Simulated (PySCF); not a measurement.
**Excitation energy of Ar⁺ by level of theory**

Ar⁺ [Ne] 3s2 3p5 (2P) → Ar⁺ [Ne] 3s2 3p4 4s1 (4P), as a difference of total energies. Calculation: PySCF 2.14, in dyall-av3z; no relativity, point nucleus. Correlated levels: valence: [Ne] frozen; virtual orbitals above 40 to 60 times the deepest correlated orbital energy dropped. The calculations carry no spin-orbit coupling.

```csv
method,excitation energy (eV)
UHF,15.946
LDA,16.637
PBE,16.516
PBE0,16.643
r2SCAN,16.931
TPSSh,16.814
HSE06,16.615
LC-wPBE,17.004
PW91,16.565
MP2 (valence),16.514
SCS-MP2 (valence),16.637
```

Task: How much does correlation contribute at MP2 (valence)?

Result: 16.514 − (15.946) = 0.568 eV, measured against UHF.

Errors of the correlated levels include the incompleteness of this basis and the frozen core.

For comparison: 16.648 eV (measured; NIST levels, between the centres of gravity of the two terms).
